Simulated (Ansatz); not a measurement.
## A geometry optimisation of CHGaPZn with PBE0-D3(BJ)/def2-SVP

The starting geometry of this gas-phase doublet was optimised with GFN2-xTB.

```json
{"atom": "C", "x (Å)": "0.6111", "y (Å)": "0.3962", "z (Å)": "-0.8274"}
{"atom": "Ga", "x (Å)": "-0.5859", "y (Å)": "-1.4613", "z (Å)": "-0.5144"}
{"atom": "P", "x (Å)": "1.6497", "y (Å)": "-0.4077", "z (Å)": "0.1808"}
{"atom": "Zn", "x (Å)": "-1.9716", "y (Å)": "0.9274", "z (Å)": "-0.2174"}
{"atom": "H", "x (Å)": "0.8250", "y (Å)": "1.3875", "z (Å)": "-1.2258"}
```

Q: Predict what it relaxes into with PBE0-D3(BJ)/def2-SVP.

A: It rearranges to `[CH]1=[P][Ga][Zn]1`. Contacts that close: C1–Zn4 (2.71 → 2.22 Å).

The energy falls by 0.31 eV over 12 steps:

```
step  E − E(last) (eV)
   1             0.305
   2             0.259
   3             0.226
   5             0.066
   6             0.033
   7             0.006
   8             0.001
  10             0.000
  11             0.000
  12             0.000
```

Final geometry (Å):

```xyz
5

C     0.4902    0.5397   -0.6272
Ga   -0.6136   -1.4506   -0.0613
P     1.6367   -0.6252   -0.3037
Zn   -1.7177    0.8018   -0.6914
H     0.7327    1.5764   -0.9206
```

The end wasn't checked by frequencies. Open shells are spin-unrestricted. Run with Ansatz 0.2.0, 95 s on 2 threads of Intel(R) Xeon(R) Platinum 8259CL CPU @ 2.50GHz (Skylake/Cascade Lake), on a shared host.
